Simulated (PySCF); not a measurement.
**Re: excitation energy**

Re [Xe] 4f14 5d5 6s2 (6S) → Re [Xe] 4f14 5d5 6s1 6p1 (8P), as a difference of total energies. All numbers are calculated (PySCF 2.14, the spin-free X2C one-electron Hamiltonian (Gaussian nucleus), in x2c-TZVPPall with one added diffuse shell each of s, p, d, f type (12s8p8d4f1g, 113 functions)). The calculations carry no spin-orbit coupling.

```
method  excitation energy (cm⁻¹)
   UHF                    8703.8
  BLYP                     26893
 HSE06                     19876
PBEsol                     21446
```
